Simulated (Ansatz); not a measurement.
Breaking the O4–H5 bond in GaH3O (SMILES [OH][GaH2]) (multiplicity 1 held, fragments rigid). Energies count from the point at 0.962 Å.
Geometry at that point (charge 0, multiplicity 1):
```xyz
5

Ga    -0.2252    -0.2844     0.0258
H      0.0603    -1.2972     1.1723
H     -1.3595    -0.3087    -1.0529
O      0.9382     1.0873    -0.0240
H      0.7756     1.7230    -0.7275
```

Restricted levels (R-, RO-) in cc, def2 and unpolarised 6-31G sets keep to the state of the molecule at rest. U- levels take the lowest unrestricted solution at each point, which mixes spins at long bonds. Active spaces are followed from a long bond inwards. Curves can end on different states.

Frozen-core correlation. Filled d and f shells under p-block atoms count as core.

The values were computed with Ansatz (a program for electronic structure) with Gaussian orbitals. 

### Question
What energy at R = 3.079 Å does U-HF/cc-pVTZ give?

### Answer
3.71 eV

### Question
Estimate the energy at R = 3.079 Å that R-B3LYP/cc-pVTZ returns for this input.

### Answer
7.02 eV

### Question
Estimate the energy at R = 3.079 Å that FIC-MRCISD+Q on CASSCF(4,3)/cc-pVTZ returns for this input.

### Answer
5.17 eV

Doubts at one or more of the structures used: a spin-contaminated determinant (U-HF/cc-pVTZ); a restricted determinant that unrestricted orbitals would lower (R-B3LYP/cc-pVTZ); active orbitals that take no part (FIC-MRCISD+Q on CASSCF(4,3)/cc-pVTZ).
